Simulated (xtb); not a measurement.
CH2NO, SMILES C([NH])=O (connectivity only; charge and spin as stated), charge -1, multiplicity 1. All values are semi-empirical tight-binding results from xtb (GFN2-xTB unless named), good for trends rather than for accurate numbers. Geometry optimised at GFN2-xTB. The spin state was assumed, not searched. The isomer is the one that the SMILES or the coordinates give; other isomers of the formula were not compared. One conformer was computed; it need not be the lowest.

Computed properties:
```
Quantity                                        Result
--------------------------------------  --------------
point group as xtb finds it                         Cs
orbital gap                                    5.26 eV
zero-point energy                        19.6 kcal/mol
G − E(el) at 298.15 K (modified RRHO)     4.6 kcal/mol
static polarisability (D4 model)            30.2 bohr³
solvation energy, GFN2-xTB/ALPB(water)  -70.7 kcal/mol
solvation energy, GFN2-xTB/ALPB(dmf)    -59.6 kcal/mol
```

Computed IR lines (harmonic; lines under 4 % of the strongest left out, lines within 3 cm⁻¹ merged):
ν (cm⁻¹): 598 (w), 778 (w), 1324 (m), 1752 (vs), 2409 (s), 3192 (m) (against the strongest line: vs over 80 %, s over 45 %, m over 15 %, w over 4 %, vw less)
